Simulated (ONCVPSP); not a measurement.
# silicon (Si): excitation energies, all-electron against ONCV

- Element: silicon
- Generator: ONCVPSP 4.0.1
- Type: optimised norm-conserving Vanderbilt (ONCV)
- Functional: PBE
- Relativity: non-relativistic
- Frozen core: [Ne]
- Valence charge: 4
- Reference configuration: 3s2 3p2
- Partial waves: 3s: rc 1.55 bohr, ncon 4, nbas 8, qcut 3.9 1/bohr, local; 3p: rc 1.85 bohr, ncon 4, nbas 8, qcut 3.9 1/bohr, 2 projectors, debl 3.4 Ha; d scattering state at 0.18 Ha: rc 1.60 bohr, ncon 4, nbas 7, qcut 6.7 1/bohr, 2 projectors, debl 3.3 Ha
- Local potential: the s channel
- Core correction: Teter function, fcfact 3.5, rcfact 1.4

Energies are relative to the spin-unpolarised reference configuration 3s2 3p2; without spin polarisation the order of configurations can differ from experiment.

```csv
valence configuration,charge,ΔE all-electron (eV),error AE − PS (meV)
3s2 3p0,+2,23.756,+12
3s1 3p3,0,6.759,-1.6
```

Task: What are ΔE and the potential's error for 3s2 3p1?

Result: ΔE = 7.751 eV all-electron; the error (AE − PS) is +1.8 meV.

Task: What are ΔE and the potential's error for 3s1 3p0?

Result: ΔE = 57.658 eV all-electron; the error (AE − PS) is +44 meV.

Levels in the configuration 3s2 3p1:

```json
{"level": "3s", "all-electron (eV)": "-18.985", "pseudo (eV)": "-18.980"}
{"level": "3p", "all-electron (eV)": "-11.667", "pseudo (eV)": "-11.663"}
```
